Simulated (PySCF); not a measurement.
# Heteronuclear NMR

Atom-mapped SMILES (the numbers label the heavy atoms): `[CH3:1][C:2]1=[N:3][N:4]([SiH:5]([CH3:6])[CH3:7])[CH2:8][CH2:9]1`. Hydrogens are named by the atom that carries them.

[PySCF 2.14: GIAO PBE0/pcSseg-1 shieldings; GFN2-xTB structure; non-relativistic; rapidly exchanging positions averaged; in vacuum; a single conformation]

Task: Predict the 29Si NMR data.

Result: 
```tsv
atoms	environment	σ (ppm)	δ (ppm)
Si5	silicon bonded to 2 C, N, H	364.5	-19.7
```

Shieldings were converted by a linear fit to measured shifts: 29Si: δ = 279.94 − 0.822σ (rms 8.9 ppm, 72 shifts, 25.8 ppm with the 6 outliers that the fit left out vs TMS, solution or neat liquid). A few per cent of atoms miss by over 2 rms, more outside the fitted compound classes.

On a 500 MHz spectrometer 29Si resonates near 99.3 MHz, so 1 ppm is 99.3 Hz.

Task: Where does 15N resonate?

Result: 
```json
{"atoms": "N3", "environment": "imine nitrogen", "σ (ppm)": "-104.1", "δ (ppm)": "-52.1"}
{"atoms": "N4", "environment": "nitrogen bonded to O or N", "σ (ppm)": "128.7", "δ (ppm)": "-266.6"}
```

Shieldings were converted by a linear fit to measured shifts: 15N (scatter 6.3 ppm rms vs CH3NO2, solution or neat liquid). Occasional misses reach two or three times the rms, and more in compound classes unlike the fitted ones.

On a 300 MHz spectrometer 15N resonates near 30.4 MHz, so 1 ppm is 30.4 Hz.
